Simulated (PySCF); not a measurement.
Caution: the restricted solution is unstable towards spin-unrestricted or complex orbitals, so a lower solution exists and this singlet may not be the ground state.

Delta-SCF ions had no search for a lower state. 

## C2H3OS, SMILES `[H]/[O+]=C/C=S` (O–C–C–S torsion 180°) (charge 1, multiplicity 1)

Computed with TPSSh-D3(BJ)/def2-TZVP in PySCF 2.14.0.

```json
{
 "HOMO": "-12.10 eV",
 "HOMO–LUMO gap": "1.46 eV",
 "LUMO": "-10.64 eV",
 "vertical ionisation energy (Delta-SCF)": "15.05 eV",
 "total_energy": "-551.1835 Ha",
 "cost": "about 10 core-minutes (a rough figure)"
}
```

```xyz
7

O     -1.2961    -0.0805     0.6133
C     -0.3241    -0.1456    -0.2092
C      0.9776     0.2950     0.2078
S      2.1824     0.1955    -0.8747
H     -2.1532    -0.3980     0.2592
H     -0.4767    -0.5307    -1.2186
H      1.0868     0.6719     1.2241
```
Charge +1, spin multiplicity 1.
